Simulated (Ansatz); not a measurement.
F₂GeHO, SMILES `[OH][Ge]([F])[F]` radical. The species carries charge 0 and has multiplicity 2.

Task: List the harmonic frequencies (cm⁻¹, unscaled) at PBE0-D4/def2-TZVP in Ansatz. (Best estimate.)

Result: The calculation gave: 144, 212, 251, 266, 684, 711, 722, 894, 3863.

Task: Is this a minimum?

Result: Yes, all 9 modes are real.

Task: Give the ideal-gas thermochemistry at 298.15 K and 1 bar (rigid rotor, harmonic oscillator; point group C1, symmetry number 1).

Result: Zero-point energy 46.3 kJ/mol; H(298) − E = 62.9 kJ/mol; entropy 319.7 J/(mol·K), of which translation 169.3, rotation 106.2, vibration 38.3, electronic 5.8; G(298) − E = -32.4 kJ/mol.

Task: Rotational constants (cm⁻¹)?

Result: 0.1983, 0.1937, 0.1164.
